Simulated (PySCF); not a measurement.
## Two-component Hartree-Fock for Ta(51+) (tantalum, charge +51)

Start: [Ar] 3d4; 3d3/2 filled at m_j = -3/2, -1/2, +1/2, +3/2. Calculated with PySCF 2.14 in an even-tempered Gaussian basis (15 s from 14 bohr⁻², ratio 2.8; 12 p from 18 bohr⁻², ratio 2.8; 8 d from 18 bohr⁻², ratio 2.8; 3 f from 58 bohr⁻², ratio 3): generalised Hartree-Fock with the X2C-1e Hamiltonian and a Gaussian nucleus; one run each with spin-orbit coupling (SO) switched off, then screened by Boettger's factors.

```csv
spinor shell,electrons,"ε, spin-free (eV)","ε, screened SO (eV)",weight of nominal j (screened SO),"rms radius, screened SO (bohr)"
1s1/2,2,-71044.9,-71018.8,1.000,0.0211
2s1/2,2,-14963.4,-14952.2,1.000,0.0848
2p1/2,2,-13521.1,-14445.7,1.000,0.0721
2p3/2,4,-13521.1,-13133.8,1.000,0.0791
3s1/2,2,-5576.2,-5572.6,1.000,0.210
3p1/2,2,-5133.4,-5376.4,1.000,0.200
3p3/2,4,-5133.4,-5029.3,1.000,0.214
3d3/2,4,-4722.5,-4750.4,1.000,0.183
```

```json
{"quantity": "E (hartree)", "spin-free": "-13260.11007", "screened SO": "-13282.22047"}
{"quantity": "M_J", "spin-free": "0", "screened SO": "0"}
{"quantity": "⟨J²⟩", "spin-free": "4.001", "screened SO": "0.000"}
{"quantity": "⟨L²⟩", "spin-free": "6.000", "screened SO": "2.455"}
{"quantity": "⟨S²⟩", "spin-free": "6.000", "screened SO": "2.455"}
```

Breit and QED terms are absent; they matter most for the inner s and p1/2 levels.

Densities and radii are taken from the X2C orbitals without a picture-change correction, which distorts them close to the nucleus.

Without spin-orbit coupling the j labels of p, d and f shells carry no meaning; the spin-free column gives the mean over the occupied spinors of each nl shell, and its ⟨J²⟩ belongs to a mixture of degenerate components.
